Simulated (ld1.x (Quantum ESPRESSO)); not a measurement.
Transferability test, PAW potential for H

H (Z = 1), PAW, made with ld1.x (Quantum ESPRESSO) 7.5 (LDA (PZ), scalar-relativistic). Core none, reference 1s1. Waves: 1s (bound): rcut 1.00, rcutus 1.10 bohr; 1s channel at 0.2 Ry: rcut 1.00, rcutus 1.10 bohr; 2p channel at 0.5 Ry: rcut 0.90, rcutus 1.10 bohr; 2p channel at 2.65 Ry: rcut 0.90, rcutus 1.10 bohr. Local part: all-electron potential smoothed inside 0.85 bohr (lloc = -2). Core correction: none. Augmentation charge: PSQ, radius 1.00 bohr.

Energies are relative to the spin-unpolarised reference configuration 1s1; without spin polarisation the order of configurations can differ from experiment. Spin-polarised rows fill each open shell by Hund’s rule, majority spin first.

```csv
valence configuration,charge,ΔE all-electron (eV),error AE − PS (meV)
1s0.5,+0.5,4.645,0.0
1s1 (spin-polarised),0,-0.897,0.0
1s0.5 (spin-polarised),+0.5,4.258,0.0
```

Levels in the configuration 1s0.5 (spin-polarised):

```tsv
level	all-electron (eV)	pseudo (eV)
1s up	-13.351	-13.351
```
